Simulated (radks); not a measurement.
Values are calculated unless marked as measured or tabulated.
The nuclear charge of neutral promethium is varied continuously with 61 electrons held in [Xe] 4f5 6s2. Level of theory: Dirac Kohn-Sham, LDA (Slater exchange, Perdew-Wang correlation), spin-unpolarised, spherical densities, finite nucleus; open shells fill j = l - 1/2 first; Fermi nuclear charge, rms radius 4.962 fm (a radial shooting solver on a logarithmic mesh with Libxc functionals). By the Hellmann-Feynman theorem dE/dZ = E(electron-nucleus)/Z, the electronic potential at the nucleus (averaged over a nucleus of fixed radius).

| Z | E (hartree) | E(electron-nucleus)/Z (hartree) | HOMO | e(HOMO) (eV) | <r> HOMO (bohr) |
|---|---|---|---|---|---|
| 60.8 | -9939.3188 | -400.054 | 4f5/2 | -0.228 | 1.120 |
| 60.9 | -9979.3727 | -401.024 | 4f5/2 | -1.287 | 1.087 |
| 61 | -10019.5236 | -401.992 | 4f5/2 | -2.438 | 1.062 |
| 61.1 | -10059.7711 | -402.959 | 4f5/2 | -3.661 | 1.040 |
| 61.2 | -10100.1154 | -403.925 | 6s1/2 | -4.820 | 4.144 |
| 61.3 | -10140.5561 | -404.890 | 6s1/2 | -5.425 | 4.063 |
| 61.4 | -10181.0934 | -405.855 | 6s1/2 | -6.049 | 3.987 |
| 61.5 | -10221.7272 | -406.820 | 6s1/2 | -6.690 | 3.915 |
| 61.6 | -10262.4574 | -407.784 | 6s1/2 | -7.349 | 3.847 |
| 61.7 | -10303.2840 | -408.748 | 6s1/2 | -8.024 | 3.783 |
| 61.8 | -10344.2071 | -409.713 | 6s1/2 | -8.716 | 3.722 |
| 61.9 | -10385.2266 | -410.677 | 6s1/2 | -9.423 | 3.664 |
| 62 | -10426.3425 | -411.641 | 6s1/2 | -10.145 | 3.609 |

The central difference of E at Z = 61 is -401.992 hartree, to compare with the third column; the second derivative is -9.67 hartree.
